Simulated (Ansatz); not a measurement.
Start from `OCC(F)(F)F` and change one atom or group to get `FC(F)(F)COBCl`.

Ansatz, PBE0-D4/def2-TZVP geometries, multiplicity 1. Each molecule was computed in one conformer, which needn't be the lowest.

```csv
property,`OCC(F)(F)F`
size of the dipole moment (ωB97M-V/def2-TZVPP) / D,1.71
LUMO energy (ωB97M-V/def2-TZVPP) / eV,2.34
HOMO–LUMO gap (PBE0/def2-TZVPP) / eV,9.70
size of the dipole moment (B3LYP/def2-TZVPP) / D,1.71
HOMO energy (ωB97M-V/def2-TZVPP) / eV,-11.32
HOMO–LUMO gap (PBE/def2-TZVPP) / eV,7.00
```

(1) Give the same properties after the change, and the shifts. (Estimate.)

## Answers

(1) The calculation gave: 
```
                                          property  `FC(F)(F)COBCl`  shift
size of the dipole moment (ωB97M-V/def2-TZVPP) / D             2.31   0.60
             LUMO energy (ωB97M-V/def2-TZVPP) / eV             1.25  -1.09
              HOMO–LUMO gap (PBE0/def2-TZVPP) / eV             8.41  -1.29
  size of the dipole moment (B3LYP/def2-TZVPP) / D             2.30   0.59
             HOMO energy (ωB97M-V/def2-TZVPP) / eV           -11.44  -0.12
               HOMO–LUMO gap (PBE/def2-TZVPP) / eV             5.99  -1.01
```

With PBE0 the HOMO falls by 0.29 eV and the LUMO falls by 1.58 eV, so the gap narrows by about 1.29 eV. PBE moves the HOMO by -0.62 eV and ωB97M-V by -0.12 eV. Dipoles are sizes alone; their direction can turn.

B3LYP here is the variant with VWN-RPA as its local correlation; programs differ in this.
